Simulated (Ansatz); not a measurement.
Sn(vinyl)3Br (C₆H₉BrSn). Charge 0, multiplicity 1. Geometry PBE-D4/def2-SVP, basis def2-TZVP, Ansatz.

```xyz
17

Sn    0.0243    0.0378    0.0737
C    -1.7413    0.2629    1.2907
C    -2.9425   -0.2050    0.9106
H    -1.6322    0.7861    2.2587
H    -3.0868   -0.7319   -0.0491
H    -3.8392   -0.0809    1.5447
C     1.5407   -1.2026    0.9744
C     1.9166   -2.3797    0.4456
H     2.0147   -0.8370    1.9042
H     1.4646   -2.7743   -0.4814
H     2.6968   -3.0038    0.9180
C     0.7855    1.9032   -0.6944
C     0.7865    2.1953   -2.0063
H     1.1860    2.6315    0.0349
H     0.3951    1.4907   -2.7611
H     1.1803    3.1558   -2.3852
Br   -0.7493   -1.2482   -1.9780
```

| run | HOMO (eV) | LUMO (eV) |
| --- | --- | --- |
| A | -6.62 | -1.69 |
| B | -9.06 | 0.39 |
| C | -7.92 | -0.63 |
| D | -7.76 | -0.72 |

In the def2 sets Sn takes a core potential; there is no spin–orbit coupling.

**Question.** The runs used CAM-B3LYP, PBE, PBE0, r2SCAN0. Estimate which is which.

**Answer.** A PBE (0 % exact exchange); B CAM-B3LYP (range-separated); C r2SCAN0 (25 % exact exchange); D PBE0 (25 % exact exchange). Exact exchange lowers occupied and raises empty levels; among semilocal functionals meta-GGAs tend to open the gap a little, and such runs are hard to tell apart. The gap grows from 4.93 eV (PBE) to 9.45 eV (CAM-B3LYP).
